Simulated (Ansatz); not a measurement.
Molecule: WO3, net charge 0, triplet state. The spin state was set by rule; other spins were not relaxed. 
Structure (B3LYP-D3(BJ)/def2-TZVP (Ansatz, an electronic-structure program) minimum search):
```
W
O 1 1.7204
O 1 1.7204 2 113.52
O 1 1.8958 2 116.38 3 139.19
```
Charge 0, spin multiplicity 3.

Parts of the frozen-core correlation energy in def2-TZVPP (Ansatz, hartree). Frozen orbitals: 7; correlated occupied orbitals by spin: 13 and 11; virtual: 129 and 131. Open shells are spin-unrestricted. No spin-orbit coupling. In def2 rows, elements after Kr have scalar-relativistic effective core potentials.

```json
[
 {"term": "reference (HF)", "value": "-291.10191"},
 {"term": "MP2 opposite-spin", "value": "-0.64358"},
 {"term": "MP2 same-spin", "value": "-0.25929"},
 {"term": "CCSD correlation", "value": "-0.86823"},
 {"term": "(T)", "value": "-0.05456"},
 {"term": "T1 diagnostic", "value": "0.039"},
 {"term": "largest doubles amplitude", "value": "0.048"},
 {"term": "<S^2> of the reference", "value": "2.081"}
]
```
